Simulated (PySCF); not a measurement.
hexa-1,5-dien-3-yne (C₆H₆), SMILES C=CC#CC=C. Atoms are numbered in the order given.

```xyz
12

C      0.0000     2.8118     0.6721
C      0.0000     2.0283    -0.4186
C      0.0000     0.6100    -0.3941
C      0.0000    -0.6100    -0.3941
C      0.0000    -2.0283    -0.4186
C      0.0000    -2.8118     0.6721
H      0.0000     3.9000     0.5776
H      0.0000     2.3865     1.6788
H      0.0000     2.4930    -1.4123
H      0.0000    -2.4930    -1.4123
H      0.0000    -2.3865     1.6788
H      0.0000    -3.9000     0.5776
```

The structure is a stationary point at PBE0-D3(BJ)/def2-SVP.

Level of theory: SMD-B3LYP/def2-SVP (PySCF).

Solvation free energies are E(SMD) − E(gas) at the gas-phase geometry, for 1 M in both phases. In vacuum the dipole moment is 0.09 D.

```json
[
 {"solvent": "water", "ΔG(solv) (kcal/mol)": "1.0", "its non-electrostatic (CDS) part": "5.0", "dipole (D)": "0.19"},
 {"solvent": "tetrahydrofuran", "ΔG(solv) (kcal/mol)": "-3.4", "its non-electrostatic (CDS) part": "-0.2", "dipole (D)": "0.18"},
 {"solvent": "toluene", "ΔG(solv) (kcal/mol)": "-3.7", "its non-electrostatic (CDS) part": "-1.9", "dipole (D)": "0.14"}
]
```
